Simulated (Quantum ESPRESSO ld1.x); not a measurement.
Problem. All-electron atom: Ca V in [Ne] 3s2 3p3.75 3d0.25 (fractional occupations, a model configuration). Method: scalar-relativistic Kohn-Sham, LDA (Slater exchange, Perdew-Wang correlation), spin-polarised, spherical densities, point nucleus; open shells are filled with parallel spins first; computed with ld1.x of Quantum ESPRESSO 7.5. Some entries of the table are withheld. Estimate them.

| orbital | occ. | eigenvalue (eV) | <1/r> (bohr^-1) |
|---|---|---|---|
| 1s up | 1 | -3999.18 | 19.70 |
| 1s down | 1 | -3998.34 | 19.70 |
| 2s up | 1 | -471.507 | 4.041 |
| 2s down | 1 | -470.542 | 4.044 |
| 2p up | 3 | -393.418 | 3.954 |
| 2p down | 3 | -392.274 | 3.956 |
| 3s up | 1 | (1) | 1.285 |
| 3s down | 1 | (2) | 1.277 |
| 3p up | 3 | -79.1304 | (3) |
| 3p down | 0.75 | -75.5633 | (4) |
| 3d up | 0.25 | -49.3184 | (5) |
| 3d down | 0 | -46.1798 | (6) |

Solution. 
(1) 3s up eigenvalue (eV): -99.0791
(2) 3s down eigenvalue (eV): -95.3694
(3) 3p up <1/r> (bohr^-1): 1.184
(4) 3p down <1/r> (bohr^-1): 1.173
(5) 3d up <1/r> (bohr^-1): 0.9668
(6) 3d down <1/r> (bohr^-1): 0.9501
